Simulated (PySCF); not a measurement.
PySCF 2.14 output of an unrestricted B3LYP calculation on a single atom or ion in x2c-QZVPPall with one added diffuse shell each of s, p, d, f type (10s7p5d3f1g, 86 functions), with the spin-free X2C one-electron Hamiltonian (Gaussian nucleus):

```
SCF conv_tol = 1e-09
number electrons alpha = 9  beta = 6
    P. J. Stephens, F. J. Devlin, C. F. Chabalowski, and M. J. Frisch.,  J. Phys. Chem. 98, 11623 (1994)
cycle= 1 E= -398.467388549085  delta_E= -0.0114  |g|= 0.0156  |ddm|= 0.117
cycle= 2 E= -398.467518686995  delta_E= -0.00013  |g|= 0.00607  |ddm|= 0.0219
cycle= 3 E= -398.467529959734  delta_E= -1.13e-05  |g|= 0.00174  |ddm|= 0.00474
cycle= 4 E= -398.467530560435  delta_E= -6.01e-07  |g|= 0.000219  |ddm|= 0.00103
cycle= 5 E= -398.467530591637  delta_E= -3.12e-08  |g|= 1.95e-05  |ddm|= 0.000307
cycle= 6 E= -398.467530591885  delta_E= -2.48e-10  |g|= 1.06e-06  |ddm|= 2.65e-05
converged SCF energy = -398.467530591885  <S^2> = 3.7532402  2S+1 = 4.0016198
```

The run itself started from symmetry-adapted Hartree-Fock orbitals and held the occupation by maximum overlap, on a logarithmic radial grid, so the iterations belong to that start.

Task: Which element, charge and spin multiplicity is this?

Result: S⁺ (sulfur, charge +1), multiplicity 4; the state was [Ne] 3s1 3p4, high-spin 4P determinant (an excited configuration).
